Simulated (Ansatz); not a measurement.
Bond stretch in SMILES [GaH3] (H₃Ga). The Ga1–H4 bond (Ga1 also carries H, H; H4 carries nothing else) is pulled apart rigidly from the PBE0/def2-TZVP optimised geometry.

- UCCSDT(Q) = CCSDT(Q) on UHF/cc-pVTZ, cores with 3d frozen (Ansatz, a first-principles code)
- UHF/cc-pVTZ (Ansatz)
- RCCSDT = CCSDT on RHF/cc-pVTZ, cores with 3d frozen (Ansatz)

Energies are in eV, each relative to the lowest point of its own curve near equilibrium.

```csv
R / Å,UCCSDT(Q),UHF,RCCSDT
1.26,1.201,1.168,1.200
1.35,0.546,0.518,0.546
1.42,0.243,0.221,0.243
1.48,0.091,0.076,0.091
1.52,0.033,0.024,0.033
1.57,0.001,0.000,0.001
1.60,0.000,0.004,0.000
1.68,0.052,0.071,0.052
1.76,0.163,0.200,0.164
1.79,0.217,0.261,0.217
1.94,0.546,0.631,0.547
2.10,0.959,1.099,0.959
2.32,1.539,1.764,1.539
2.63,2.270,2.335,2.266
2.78,2.562,2.486,2.557
3.16,—,2.685,—
3.41,—,2.741,—
3.83,—,2.782,—
4.27,—,2.795,—
4.77,—,2.800,—
5.54,—,2.801,—
```

Dashes: no converged value, or the column stops at the first point that the program doubted or that broke a chosen test of continuity, which isn't proof of a fault.

The unrestricted determinant behind UCCSDT(Q), UHF is spin-contaminated at 2.32 to 5.54 Å (<S²> up to 1.0, against 0.00 for a pure singlet). The T1 diagnostic of CCSD on the restricted reference of RCCSDT exceeds 0.045 at 3.16 to 5.54 Å.
